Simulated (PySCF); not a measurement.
**PBE on Ta+ (tantalum, charge +1)**

Configuration: [Xe] 4f14 5d2 6s2, high-spin 3F determinant (an excited configuration). All numbers are calculated (PySCF 2.14, scalar relativity through the core potential, in aug-cc-pVDZ-PP with ECP60MDF).

* Total energy: -57.0023 hartree
* One-electron energy: -90.9796 hartree
* Hartree (Coulomb) energy: 40.3011 hartree
* Exchange-correlation energy: -6.3238 hartree
* ⟨S²⟩: 2.0014
* ⟨L²⟩: 12.002
* Sum of ⟨r⟩: 20.32 bohr
* Sum of ⟨r²⟩: 44.93 bohr²

| shell | electrons | mean orbital energy (hartree) | rms radius, mean of both spins (bohr) |
| --- | --- | --- | --- |
| 5s α | 1 | -3.01190 | 1.18 |
| 5s β | 1 | -2.97955 | 1.18 |
| 5p α | 3 | -1.80533 | 1.38 |
| 5p β | 3 | -1.76315 | 1.38 |
| 5d α | 2 | -0.48318 | 2.18 |
| 6s α | 1 | -0.46847 | 3.25 |
| 6s β | 1 | -0.43806 | 3.25 |

Energies and moments cover only the electrons outside the core potential. Spin-orbit coupling, absent here, splits the open shell strongly.
